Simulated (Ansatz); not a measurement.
Calculated with Ansatz (gas phase, PBE0-D4/def2-TZVP geometries, no zero-point term in ΔE). CCSD(T)/CBS adds triple-zeta CCSD(T) − MP2 to the extrapolated MP2 energy (def2 sets, frozen cores). This one scheme is used for every species. DFT in def2-TZVPP. Each species was taken in one conformer, which may not be the lowest.

Consider the formal exchange of groups at the Si–O bond: `O[Si]1(S)CO1` + CH₄ → `C[Si]1(S)CO1` + H₂O.

`O[Si]1(S)CO1`:

```xyz
9

O     0.768   -1.679    0.818
Si    0.342   -0.371   -0.047
S     2.007   -0.018   -1.278
C    -0.913    0.829    0.406
O    -1.179   -0.234   -0.637
H     0.092   -2.093    1.358
H     1.401    1.020   -1.880
H    -0.958    1.832   -0.014
H    -1.559    0.714    1.275
```

CH₄:

```xyz
5

C     0.000    0.000    0.000
H    -0.052   -0.759   -0.780
H     0.610    0.835   -0.345
H     0.447   -0.430    0.896
H    -1.005    0.354    0.229
```

`C[Si]1(S)CO1`:

Cartesian coordinates in Å:
```
C 1.511 -0.871 0.060
Si 0.016 0.211 0.170
S 0.029 1.209 2.038
C -1.470 0.025 -0.830
O -0.454 1.068 -1.162
H 1.527 -1.598 0.874
H 1.508 -1.406 -0.891
H 2.422 -0.270 0.120
H -1.095 1.897 1.774
H -2.425 0.457 -0.536
H -1.569 -0.722 -1.616
```

H₂O:

```xyz
3

O    -0.149   -0.329    0.146
H     0.664    0.110    0.406
H    -0.515    0.219   -0.552
```

```csv
level,ΔE (kJ/mol),difference from CCSD(T)/CBS
PBE-D4,92.0,-7.0
r2SCAN-D4,104.0,5.0
PBE0-D4,94.4,-4.6
B2PLYP,107.5,8.5
MP2/def2-TZVPP,102.3,3.3
CCSD/def2-TZVPP,103.9,4.9
CCSD(T)/def2-TZVPP,101.9,2.9
MP2/def2-QZVPP,100.7,1.7
HF/CBS(def2),119.0,20.0
CCSD/CBS(def2),101.0,2.0
CCSD(T)/CBS,99.0,0
```

Largest T1 diagnostic among the species: 0.013.

In def2-TZVPP, CCSD(T) changes the Hartree–Fock value by −17.0 kJ/mol (the triples alone add −1.9 kJ/mol) and MP2 by −16.6 kJ/mol. The D4 term adds −3.4 kJ/mol with B3LYP and −2.1 kJ/mol with PBE0; it sums over pairs of atoms, weighted by their polarisabilities, and B3LYP, whose exchange is more repulsive, gets the larger term.

B3LYP here is the variant with VWN-RPA as its local correlation; programs differ in this.
